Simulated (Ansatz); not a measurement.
```yaml
crystal:
  periodic: [false, false, false]
  atoms:
    - {symbol: Si, position_ang: [-1.931608, 0.935678, 0.915106]}
    - {symbol: C, position_ang: [-0.672551, 0.769666, -0.206882]}
    - {symbol: C, position_ang: [0.681452, -0.560958, -0.086081]}
    - {symbol: C, position_ang: [1.675010, -0.738017, -0.767254]}
    - {symbol: Cl, position_ang: [1.191784, -0.691291, -2.577222]}
    - {symbol: H, position_ang: [-1.257472, 0.541392, 2.520434]}
    - {symbol: H, position_ang: [-2.444439, 2.142324, 0.659834]}
    - {symbol: H, position_ang: [-2.910979, -0.300839, 0.801703]}
    - {symbol: H, position_ang: [-0.613225, 0.841680, -1.199405]}
    - {symbol: H, position_ang: [0.143455, 1.551154, 0.086473]}
    - {symbol: H, position_ang: [-0.126000, -1.444604, -0.204553]}
    - {symbol: H, position_ang: [0.867004, -0.428865, 1.227723]}
    - {symbol: H, position_ang: [2.261915, -0.002550, -0.826167]}
    - {symbol: H, position_ang: [2.299858, -1.574888, -0.592223]}
basis:
  gaussian: {orbitals: STO-3G}
hamiltonian: {xc: {name: HF}}
correlation: {active_space: {window: {electrons: 3, orbitals: 2}}}
output: {forces: true}
```

```sh
$ ansatz run in.yaml --threads 4 --pin off --events-out ev --progress --plain --max-ram 10444MiB
```

(1) How does Ansatz answer? (An estimate is asked.)

Answers

(1) Ansatz gave: The run stopped with an error.
```
Functional definition: HF
535 factors; integrals over basis functions are off by at most 4.5e-5 eV
mean field evaluation 1: about -23325.0281 eV, gradient 2.3e1 eV
mean field evaluation 2: about -23325.2643 eV, gradient 2.3e1 eV
mean field evaluation 4: about -23327.6482 eV, gradient 2.0e0 eV
mean field evaluation 8: about -23327.6650 eV, gradient 2.1e-5 eV
mean field -23327.66495224 eV, -857.2758749356 hartree, gradient 2.1e-6 eV, S^2 0.000000; 0 other end points of the search recorded, 0 dependent functions left out
reference -23327.66495224 eV, -857.2758749356 hartree; 29, 29 occupied and 13, 13 virtual orbitals, 535 factors
Error: 3 electrons in 2 orbitals form no window around the highest filled level of the reference
```
